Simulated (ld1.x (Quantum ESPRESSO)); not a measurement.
## silicon: PAW pseudisation with LDA (PZ), non-relativistic reference atom.

```
Element                 : Si (Z = 14)
Generator               : ld1.x (Quantum ESPRESSO) 7.5
Type                    : PAW
Functional              : LDA (PZ)
Relativity              : non-relativistic
Frozen core             : [Ne]
Valence charge          : 4
Reference configuration : 3s2 3p2
Partial waves           : 3s (bound): rcut 1.40, rcutus 1.75 bohr; 3s channel at 1.4 Ry: rcut 1.40, rcutus 1.75 bohr; 3p (bound): rcut 2.10, rcutus 2.30 bohr; 3p channel at 0.2 Ry: rcut 2.10, rcutus 2.30 bohr
Local potential         : all-electron potential smoothed inside 1.95 bohr (lloc = -1)
Core correction         : Bessel-smoothed model core inside 1.10 bohr
Augmentation charge     : PSQ, inside the norm-conserving radii
```

Task: Estimate the cutoffs (Ry, on a coarse ladder) from which the occupation-weighted sum of valence levels, in a spherical-Bessel basis at the reference potential, stays within 10 and 1 mRy of its value at 400 Ry.

Result: 10 Ry and 15 Ry.

Task: Does the potential have ghost states?

Result: No extra level below or beside the all-electron valence levels (s, p, d, f tested).

Task: Is the overlap operator S = 1 + Σ q|β⟩⟨β| positive definite (Bessel basis up to 400 Ry)?

Result: Yes: its lowest eigenvalue is 0.45 (s channel).

Task: Tests: 3s2 3p1; 3s2 3p0; 3s1 3p0; 3s2 3p2.3; 3s1 3p3; 3s0 3p4; 3s1 3p2. Which has the largest error in its energy relative to the reference configuration, and how large is it?

Result: 3s1 3p0, with -71 meV (all-electron minus pseudo) on +58.04 eV.
